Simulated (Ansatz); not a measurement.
`[SiH3]OCS` and `[AlH2][CH2]OCS` differ in one atom or group.

Ansatz, PBE0-D4/def2-TZVP geometries, multiplicity 1. Each molecule was computed in one conformer, which needn't be the lowest.

```tsv
property	`[SiH3]OCS`
HOMO–LUMO gap (B3LYP/def2-TZVPP) / eV	6.77
HOMO energy (B3LYP/def2-TZVPP) / eV	-6.98
HOMO–LUMO gap (ωB97M-V/def2-TZVPP) / eV	11.18
LUMO energy (B3LYP/def2-TZVPP) / eV	-0.20
HOMO–LUMO gap (PBE0/def2-TZVPP) / eV	7.26
HOMO energy (ωB97M-V/def2-TZVPP) / eV	-9.48
```

Q: What does the change do to each property? (Best estimate.)

A: Ansatz gave: 
| property | `[AlH2][CH2]OCS` | shift |
| --- | --- | --- |
| HOMO–LUMO gap (B3LYP/def2-TZVPP) / eV | 5.25 | -1.52 |
| HOMO energy (B3LYP/def2-TZVPP) / eV | -6.91 | 0.07 |
| HOMO–LUMO gap (ωB97M-V/def2-TZVPP) / eV | 9.55 | -1.63 |
| LUMO energy (B3LYP/def2-TZVPP) / eV | -1.66 | -1.46 |
| HOMO–LUMO gap (PBE0/def2-TZVPP) / eV | 5.73 | -1.53 |
| HOMO energy (ωB97M-V/def2-TZVPP) / eV | -9.41 | 0.07 |

With PBE0 the HOMO rises by 0.06 eV and the LUMO falls by 1.46 eV, so the gap narrows by about 1.52 eV. PBE moves the HOMO by 0.08 eV and ωB97M-V by 0.07 eV.

B3LYP here is the variant with VWN-RPA as its local correlation; programs differ in this.
